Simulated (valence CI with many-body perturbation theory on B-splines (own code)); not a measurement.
**E1 line list for W XLII**

Calculated by valence CI with perturbative core correlation (CI+MBPT): five valence electrons over a frozen Dirac-Fock core [Ar] 3d10, a basis of 11 s, 11 p, 10 d, 8 f, 5 g, 2 h functions for each j, with the one-electron correlation potential Σ1, the two-electron term Σ2, the three-electron term Σ3, Breit, model QED; selected CI, second order for the rest, scaled by the run's own slope (own B-spline code, finite nucleus).

No measured spectrum was set against this ion. As an estimate, large intervals hold to a few tenths of a per cent, small ones and those within an open d or f shell to about a per cent. Among the levels kept, up to 2100 cm⁻¹ of a level comes from second order outside the variational space, and about a tenth of that is noise between levels of different J, which matters for small intervals.

Lines 151 to 200 of 519 in falling wavelength, among levels below 546.31 eV, chosen from the strongest by gf and those to the six lowest levels. Wavelengths and rates use the calculated energies. Electric multipoles are in the length gauge, E1 and E2 with the static RPA response of the core. Weak lines are less certain than strong ones. Lines between different terms over intervals too small for the method are left out, as are lines whose strength nearly cancels. Where a level lies close to another of its J and parity, the split of strength between their lines is uncertain. The highest levels of a list are the least certain.

Levels are named by their leading jj configuration (3d3/2^4 stands for four electrons in 3d with j = 3/2), which in mixed levels can hold well under half, so a name can repeat and another be missing. Letters in brackets count levels of one name in rising energy.

| λ vac (nm) | Upper | Lower | A (s⁻¹) | log gf | Branch % |
| --- | --- | --- | --- | --- | --- |
| 6.550 | (4s^2 4p1/2 4d3/2 4d5/2) J=3/2 [a] | (4s^2 4p1/2 4p3/2 4d3/2) J=3/2 [a] | 2.29e+11 | -0.23 | 54.8 |
| 6.538 | (4s 4p1/2 4p3/2^2 4d3/2) J=7/2 [b] | (4s^2 4p1/2 4p3/2 4d3/2) J=7/2 | 3.35e+10 | -0.77 | 6.4 |
| 6.533 | (4s 4p1/2^2 4p3/2 4d5/2) J=5/2 [a] | (4s^2 4p1/2^2 4d5/2) J=5/2 | 1.78e+11 | -0.17 | 56.1 |
| 6.527 | (4s^2 4p3/2 4d3/2 4d5/2) J=7/2 [c] | (4s^2 4p3/2^2 4d3/2) J=5/2 | 2.80e+11 | 0.15 | 18.3 |
| 6.524 | (4s 4p1/2^2 4p3/2 4f5/2) J=7/2 | (4s^2 4p1/2^2 4f5/2) J=5/2 | 5.75e+10 | -0.53 | 21.9 |
| 6.520 | (4s^2 4p3/2 4d3/2 4d5/2) J=5/2 [d] | (4s^2 4p3/2^2 4d3/2) J=5/2 | 7.65e+10 | -0.53 | 6.4 |
| 6.518 | (4s^2 4p3/2 4d3/2 4d5/2) J=3/2 [b] | (4s^2 4p3/2^2 4d3/2) J=5/2 | 7.75e+10 | -0.70 | 4.7 |
| 6.512 | (4s^2 4p1/2 4d5/2^2) J=1/2 | (4s^2 4p1/2 4p3/2 4d5/2) J=1/2 | 2.34e+11 | -0.53 | 27.8 |
| 6.507 | (4s 4p1/2 4p3/2^2 4d5/2) J=7/2 [g] | (4s 4p1/2 4p3/2^3) J=5/2 | 6.12e+11 | 0.49 | 51.1 |
| 6.506 | (4s^2 4p3/2 4d3/2 4d5/2) J=3/2 [b] | (4s^2 4p3/2^2 4d3/2) J=1/2 | 1.80e+11 | -0.34 | 11.0 |
| 6.505 | (4s 4p1/2^2 4d3/2 4d5/2) J=5/2 [b] | (4s 4p1/2^2 4p3/2 4d3/2) J=5/2 [a] | 6.47e+10 | -0.61 | 26.0 |
| 6.504 | (4s 4p1/2 4p3/2^2 4d5/2) J=9/2 [b] | (4s^2 4p1/2 4p3/2 4d5/2) J=9/2 | 8.45e+10 | -0.27 | 64.9 |
| 6.501 | (4s 4p1/2 4p3/2^2 4d3/2) J=3/2 [d] | (4s^2 4p1/2 4p3/2 4d3/2) J=1/2 [b] | 2.05e+11 | -0.28 | 11.7 |
| 6.499 | (4s 4p1/2^2 4p3/2 4d5/2) J=7/2 [b] | (4s 4p1/2^2 4p3/2^2) J=5/2 | 5.13e+11 | 0.41 | 77.7 |
| 6.495 | (4s^2 4p1/2 4d3/2 4d5/2) J=7/2 [b] | (4s^2 4p1/2 4p3/2 4d3/2) J=7/2 | 4.88e+10 | -0.61 | 6.2 |
| 6.493 | (4s 4p1/2 4p3/2^2 4d5/2) J=5/2 [d] | (4s 4p1/2 4p3/2^3) J=3/2 [a] | 3.34e+11 | 0.10 | 36.3 |
| 6.492 | (4s^2 4p3/2 4d3/2 4d5/2) J=5/2 [d] | (4s^2 4p3/2^2 4d3/2) J=3/2 [a] | 2.17e+11 | -0.08 | 18.2 |
| 6.490 | (4s^2 4p3/2 4d3/2 4d5/2) J=3/2 [b] | (4s^2 4p3/2^2 4d3/2) J=3/2 [a] | 1.25e+11 | -0.50 | 7.6 |
| 6.489 | (4s^2 4p3/2^2 4d5/2) J=3/2 | (4s^2 4p3/2^3) J=3/2 | 6.91e+11 | 0.24 | 93.6 |
| 6.488 | (4s 4p1/2^2 4p3/2^2) J=5/2 | (4s^2 4p1/2^2 4p3/2) J=3/2 | 2.74e+11 | 0.02 | 94.1 |
| 6.469 | (4s^2 4p1/2 4d5/2^2) J=1/2 | (4s^2 4p1/2 4p3/2 4d5/2) J=3/2 [b] | 4.47e+11 | -0.25 | 53.2 |
| 6.468 | (4s 4p1/2 4p3/2^2 4d3/2) J=5/2 [d] | (4s^2 4p1/2 4p3/2 4d3/2) J=3/2 [b] | 7.75e+10 | -0.53 | 6.6 |
| 6.467 | (4s 4p1/2 4p3/2^2 4d3/2) J=5/2 [d] | (4s^2 4p1/2 4p3/2 4d5/2) J=3/2 [a] | 4.76e+10 | -0.75 | 4.1 |
| 6.466 | (4s 4p1/2 4p3/2^2 4d5/2) J=5/2 [e] | (4s 4p1/2 4p3/2^3) J=5/2 | 5.91e+11 | 0.35 | 44.9 |
| 6.459 | (4s^2 4p1/2 4p3/2 4f7/2) J=11/2 | (4s^2 4p1/2 4p3/2 4d5/2) J=9/2 | 3.24e+11 | 0.39 | 97.4 |
| 6.451 | (4s 4p1/2 4p3/2^2 4d5/2) J=7/2 [b] | (4s^2 4p1/2 4p3/2 4d5/2) J=7/2 [a] | 1.73e+11 | -0.06 | 41.6 |
| 6.444 | (4s 4p1/2 4p3/2^2 4d5/2) J=3/2 [e] | (4s 4p1/2 4p3/2^3) J=1/2 | 9.11e+11 | 0.36 | 54.0 |
| 6.443 | (4s 4p1/2 4p3/2^2 4d5/2) J=7/2 [b] | (4s^2 4p1/2 4p3/2 4d3/2) J=5/2 [b] | 3.35e+10 | -0.78 | 8.0 |
| 6.439 | (4s 4p1/2 4p3/2^2 4d5/2) J=3/2 [e] | (4s 4p1/2 4p3/2^3) J=3/2 [b] | 2.94e+11 | -0.14 | 17.4 |
| 6.434 | (4s^2 4p1/2 4d3/2 4d5/2) J=1/2 | (4s^2 4p1/2 4p3/2 4d3/2) J=1/2 [a] | 5.28e+11 | -0.18 | 86.9 |
| 6.433 | (4s 4p1/2 4p3/2^2 4d5/2) J=3/2 [c] | (4s 4p1/2 4p3/2^3) J=3/2 [a] | 5.06e+10 | -0.90 | 6.2 |
| 6.432 | (4s^2 4p1/2^2 4f5/2) J=5/2 | (4s^2 4p1/2^2 4d3/2) J=3/2 | 6.86e+08 | -2.59 | 2.6 |
| 6.427 | (4s 4p1/2 4p3/2^2 4d3/2) J=5/2 [d] | (4s^2 4p1/2 4p3/2 4d3/2) J=5/2 [b] | 6.01e+10 | -0.65 | 5.1 |
| 6.424 | (4s^2 4p1/2 4p3/2 4d5/2) J=5/2 [b] | (4s^2 4p1/2 4p3/2^2) J=3/2 | 6.87e+11 | 0.41 | 84.5 |
| 6.424 | (4s 4p1/2 4p3/2^2 4d5/2) J=7/2 [e] | (4s^2 4p1/2 4p3/2 4d5/2) J=5/2 [b] | 1.10e+11 | -0.26 | 14.8 |
| 6.419 | (4s^2 4p1/2 4p3/2 4f7/2) J=9/2 | (4s^2 4p1/2 4p3/2 4d5/2) J=7/2 [a] | 4.42e+11 | 0.44 | 97.4 |
| 6.412 | (4s 4p1/2^2 4p3/2 4d5/2) J=3/2 [a] | (4s^2 4p1/2^2 4d5/2) J=5/2 | 8.61e+10 | -0.67 | 49.3 |
| 6.401 | (4s^2 4p1/2 4p3/2 4d5/2) J=3/2 [b] | (4s^2 4p1/2 4p3/2^2) J=3/2 | 1.20e+11 | -0.53 | 37.7 |
| 6.399 | (4s 4p1/2 4p3/2^2 4d5/2) J=3/2 [d] | (4s 4p1/2 4p3/2^3) J=5/2 | 2.64e+11 | -0.19 | 19.2 |
| 6.384 | (4s 4p1/2 4p3/2^2 4d5/2) J=3/2 [b] | (4s^2 4p1/2 4p3/2 4d5/2) J=3/2 [b] | 3.46e+11 | -0.07 | 33.3 |
| 6.380 | (4s 4p1/2 4p3/2^3) J=3/2 [a] | (4s^2 4p1/2 4p3/2^2) J=5/2 | 8.81e+10 | -0.67 | 14.4 |
| 6.361 | (4s 4p1/2 4p3/2^2 4d5/2) J=3/2 [b] | (4s^2 4p1/2 4p3/2 4d5/2) J=5/2 [b] | 1.23e+11 | -0.53 | 11.8 |
| 6.360 | (4s^2 4p1/2 4p3/2 4d5/2) J=1/2 | (4s^2 4p1/2 4p3/2^2) J=3/2 | 1.96e+11 | -0.63 | 48.2 |
| 6.359 | (4s 4p1/2 4p3/2^2 4d5/2) J=9/2 [c] | (4s^2 4p1/2 4p3/2 4d5/2) J=7/2 [b] | 4.72e+11 | 0.46 | 57.4 |
| 6.357 | (4s 4p1/2^2 4p3/2 4d5/2) J=3/2 [b] | (4s 4p1/2^2 4p3/2^2) J=5/2 | 1.38e+11 | -0.48 | 23.7 |
| 6.356 | (4s 4p1/2 4p3/2^2 4d3/2) J=7/2 [c] | (4s^2 4p1/2 4p3/2 4d3/2) J=7/2 | 4.73e+10 | -0.64 | 6.9 |
| 6.355 | (4s 4p1/2 4p3/2^2 4d3/2) J=7/2 [b] | (4s^2 4p1/2 4p3/2 4d3/2) J=5/2 [a] | 3.80e+10 | -0.74 | 7.3 |
| 6.351 | (4s^2 4p3/2^2 4d5/2) J=5/2 [b] | (4s^2 4p3/2^3) J=3/2 | 9.87e+11 | 0.55 | 97.0 |
| 6.332 | (4s 4p1/2 4p3/2^2 4d5/2) J=5/2 [c] | (4s^2 4p1/2 4p3/2 4d5/2) J=3/2 [b] | 3.36e+11 | 0.08 | 53.3 |
| 6.331 | (4s 4p1/2 4p3/2^2 4d3/2) J=7/2 [d] | (4s^2 4p1/2 4p3/2 4d3/2) J=5/2 [b] | 1.55e+11 | -0.13 | 11.9 |
